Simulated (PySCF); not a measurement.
**Structure from 2D NMR**

Compound of formula C7H9NOSi. Correlations simulated from computed shifts and the bond graph:

HSQC (one-bond C–H):
```tsv
δH	δC
5.08	69.1
4.39	65.7
4.15	65.7
2.14	19.1
1.70	78.7
1.56	8.2
0.57	8.2
```

COSY cross peaks (H two or three bonds apart, from the bond graph; peaks can be absent where the dihedral angle is near 90°):
```tsv
δH	δH
5.08	2.14
4.81	4.27
4.81	2.14
4.81	1.56
4.81	0.57
4.39	4.15
4.39	1.56
4.39	0.57
4.27	2.14
4.27	1.56
4.27	0.57
4.15	1.56
4.15	0.57
1.56	0.57
```

HMBC (two and three bonds, from the bond graph):
```tsv
δH	δC
5.08	121.6, 87.7, 65.7, 19.1
4.81	87.7, 69.1, 65.7, 19.1, 8.2
4.39	69.1, 8.2
4.27	87.7, 69.1, 65.7, 19.1, 8.2
4.15	69.1, 8.2
2.14	121.6, 87.7, 78.7, 69.1, 8.2
1.70	87.7, 19.1
1.56	65.7, 19.1
0.57	65.7, 19.1
```

Carbons without hydrogens: δ 121.6, 87.7.

[PySCF 2.14.0 with density-fitted response routines: GFN2-xTB structure; σ from GIAO-PBE0/pcSseg-1; no solvent; a single conformation; non-relativistic]

References, each an isolated molecule treated in the same way: $^{1}$H (σ = 31.72 ppm), $^{13}$C (σ = 186.93 ppm) against TMS.

Exchangeable hydrogens are left out of these lists.

Question: Which molecule is this?

Answer: SMILES C#C[C@@H]1[SiH2]CCO[C@H]1C#N.

Structure with atom numbers: `[CH:1]#[C:2][C@@H:3]1[SiH2:4][CH2:5][CH2:6][O:7][C@H:8]1[C:9]#[N:10]` (H(Xn): hydrogen on atom n). Ha(Si4), Ha(C5), Ha(C6) are cis to C2 on the ring; Hb(Si4), Hb(C5), Hb(C6) are trans to C2 on the ring.

- δC 121.6 is C9, a nitrile carbon.
- δC 87.7 is C2, an alkyne carbon.
- δC 78.7 is C1, a terminal alkyne carbon (δH 1.70).
- δC 69.1 is C8, an sp3 CH bonded to O, α to a nitrile (δH 5.08).
- δC 65.7 is C6, an sp3 CH2 bonded to O (δH 4.15, 4.39).
- δC 19.1 is C3, a propargylic sp3 CH bonded to Si (δH 2.14).
- δC 8.2 is C5, an sp3 CH2 bonded to Si (δH 1.56, 0.57).
- HMBC from δH 5.08 reaches the proton-free carbons C9, C2.
- HMBC from δH 4.81 reaches the proton-free carbon C2.
- HMBC from δH 4.27 reaches the proton-free carbon C2.
- HMBC from δH 2.14 reaches the proton-free carbons C9, C2.
- COSY links 5.08–2.14, 4.81–4.27, 4.81–2.14, 4.81–1.56, 4.81–0.57, 4.39–4.15.

The shifts were computed for this structure.

Shifts are as computed. Against solution values, carbons near 30 ppm lie about +3 ppm off and those near 130 ppm about +5 ppm. Of 1211 compounds with measured shifts, 218 miss one by over three times the rms of a fit or turn the order of signals round; such compounds aren't used in these exercises.
